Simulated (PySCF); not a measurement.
Cd(Et)2 (C4H10Cd), SMILES C[CH2][Cd][CH2]C.

Geometry optimised at B3LYP-D3(BJ)/def2-SVP. The isomer is the one that the SMILES or the coordinates give; other isomers of the formula were not compared. The def2 effective core potentials stand for the cores of Cd; spin–orbit coupling is left out. One conformer was computed; it need not be the lowest.

Level of theory: IEF-PCM-PBE0/def2-SVP (PySCF 2.14.0).

The values are the electrostatic part of the solvation free energy, E(continuum) − E(gas) at the gas-phase geometry, in a cavity of scaled van der Waals radii (PySCF's table); cavitation and dispersion terms are not included. A continuum can't describe solvent molecules that bind to the metal. In vacuum the orbital gap is 6.02 eV. The dipole moment in vacuum is 0.00 D.

Task: Estimate the values in water (ε = 78.36), methanol (ε = 32.61), diethylether (ε = 4.24). (The exact figures need the calculation; the answer reports its results.)

Result: 
| solvent | ε | ΔG(elec) (kcal/mol) | dipole (D) | gap (eV) |
|---|---|---|---|---|
| water | 78.36 | -4.1 | 0.00 | 6.33 |
| methanol | 32.61 | -4.0 | 0.00 | 6.32 |
| diethylether | 4.24 | -2.7 | 0.00 | 6.22 |
